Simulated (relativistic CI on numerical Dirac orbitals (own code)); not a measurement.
## Pd⁸⁺: q coefficients and field-shift factors

Calculated at this level of theory: Dirac-Coulomb-Breit CI, separate exchange-only KLI orbitals for each configuration, derivatives by finite differences, unscaled Slater integrals, QED left out (own radial code, finite nucleus).

CI space (outside the closed core [Ar] 3d10 4s2): 4p6.4d2, 4p6.4d.4f, 4p5.4d3, 4p6.4d.5s, 4p6.4d.5p, 4p6.4f2, 4p6.5s2. Double excitations out of closed p, d and f shells are left out; levels of such configurations are missing from the list, as are those of other unlisted configurations, and high levels can miss mixing partners.

With x = (α/α₀)² − 1 an excitation energy changes as ω = ω₀ + qx; K = 2q/ω₀ is the relative enhancement. Terms are leading LS components, so labels can repeat. The field-shift factor is F = δν/δ⟨r²⟩ for the transition from the lowest level.

Lowest level 4p6.4d2 3F_2.

```tsv
Level	ω₀ (cm⁻¹)	q (cm⁻¹)	F (GHz/fm²)
4p6.4d2 3F_3	4367	4799	0.0497
4p6.4d2 3F_4	8950	8971	0.0958
4p6.4d2 1D_2	18675	3945	0.101
4p6.4d2 3P_0	19004	2074	0.0703
4p6.4d2 3P_1	21016	4763	0.0972
4p6.4d2 3P_2	25934	10270	0.165
4p6.4d2 1G_4	29946	6438	0.134
4p6.4d2 1S_0	62316	7237	0.26
4p6.4d.5s 3D_1	313418	-23100	17.6
4p6.4d.5s 3D_2	314927	-22250	17.6
4p6.4d.5s 3D_3	319739	-16910	17.7
4p6.4d.5s 1D_2	325550	-17030	17.2
4p5.4d3 5S°_2	395918	16930	1.24
4p5.4d3 5D°_2	396530	12020	1.26
4p5.4d3 5D°_3	396713	11700	1.32
4p5.4d3 5D°_1	397333	11920	1.24
4p5.4d3 5D°_0	398490	13600	1.21
4p5.4d3 5D°_4	398567	13740	1.36
4p6.4d.5p 3F°_2	404867	-18080	3.03
4p5.4d3 5F°_5	405999	14860	1.39
4p6.4d.5p 3D°_1	407147	-15840	2.99
4p5.4d3 5D°_4	409066	16810	1.29
4p5.4d3 5F°_1	409103	17330	1.16
```

At this charge configurations can still be misplaced by up to about 7 % of their energy. Terms inside the open d or f shell come out 10 to 20 % too wide with unscaled integrals.

Task: Which transition from the lowest level has the largest |K|?

Result: 4p6.4d2 3F_3 at 4367 cm⁻¹, K = 2.2.
